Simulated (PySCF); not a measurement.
**Ionisation energy of Kr²⁺ by level of theory**

Kr²⁺ [Ar] 3d10 4s2 4p4 [4p1/2^2 4p3/2^2, M_J = 2] → Kr³⁺ [Ar] 3d10 4s2 4p3 [4p1/2^2 4p3/2^1, M_J = 3/2], as a difference of total energies. Computed with PySCF 2.14 in x2c-QZVPPall-2c (11s10p5d4f1g, 103 functions), with the two-component X2C-1e Hamiltonian. Correlated levels: [Ne] frozen; the 8 highest virtual spinors dropped. "Screened" scales the spin-orbit matrix elements by Boettger's factors to mimic the two-electron term; Breit and QED terms are absent.

| method | ionisation energy (eV) |
| --- | --- |
| GHF (spin-free) | 34.183 |
| GMP2 (spin-free) | 35.337 |
| GHF (screened spin-orbit) | 34.447 |
| GMP2 (screened spin-orbit) | 35.590 |

The spin-free rows relax to the high-spin LS determinant and lack the spin-orbit shift.

Errors of the correlated levels include the incompleteness of this basis and the frozen core.

The labels give the starting determinants; with spin-orbit coupling the two ends relaxed to ⟨J²⟩ = 6.02, ⟨L²⟩ = 2.16, ⟨S²⟩ = 1.93 and ⟨J²⟩ = 3.75, ⟨L²⟩ = 0.04, ⟨S²⟩ = 3.71.

Which method comes closest to the reference value, and which is furthest?

The reference is 35.838 ± 0.02 eV (measured; NIST Atomic Spectra Database, ionization energies). Closest: GMP2 (screened spin-orbit) (error -0.248 eV); furthest: GHF (spin-free) (error -1.655 eV).
